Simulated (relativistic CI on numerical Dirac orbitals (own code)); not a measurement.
# Mn6+: resonant inelastic scattering at the M2,3 edge

Computed with this model: Dirac-Coulomb-Breit CI, orbitals from a KLI potential per configuration, a model potential for QED, valence Slater integrals scaled by 0.9, Kramers-Heisenberg scattering through one core-hole configuration in a parametric crystal field; configurations [Ar] 3d → [Ne] 3s2 3p5 3d2; 300 K; core-hole width 0.8 eV; summed over polarisations. Incident energies are the highest absorption maxima for each field (at most a few, so the weaker spin-orbit partner edge can be absent), on the computed scale of the free ion. Intensities are in per cent of the strongest line above 0.02 eV; levels within 1 cm⁻¹ are merged; final levels count from the ground level, the first row holds all elastic scattering, lines under 0.4 are left out and each table stops after 24 rows. The scale of the Slater integrals is a model choice and moves the terms in proportion.

Field parameters in Wybourne normalisation: Oh B⁴₀ = 21Dq, B⁴₄ = √(5/14) B⁴₀. The field is a parameter set, without covalency.

S is read from ⟨S²⟩ = S(S + 1).

Oh, 10Dq = 5900 cm⁻¹:

| Final level (eV) | Degeneracy | Irrep | S | 62.9 eV | 68.5 eV | 69.5 eV |
| --- | --- | --- | --- | --- | --- | --- |
| 0.000 | 4 | Γ8 | 0.50 | 159.4 | 128.5 | 267.7 |
| 0.105 | 2 | Γ7 | 0.50 | 5.8 | 20.1 | 100.0 |
| 0.780 | 4 | Γ8 | 0.50 | 54.9 | 77.1 | 46.2 |

Oh, 10Dq = 13250 cm⁻¹:

```
Final level (eV)  Degeneracy  Irrep     S  63.3 eV  69.4 eV  70.8 eV
           0.000           4     Γ8  0.50    162.2    274.8     59.4
           0.100           2     Γ7  0.50      7.6     88.3     11.2
           1.682           4     Γ8  0.50     51.9     39.9    100.0
```

For the first field the strongest loss at the lowest incident energy is the level at 0.78 eV (S = 0.50, against 0.50 in the thermal ground state).
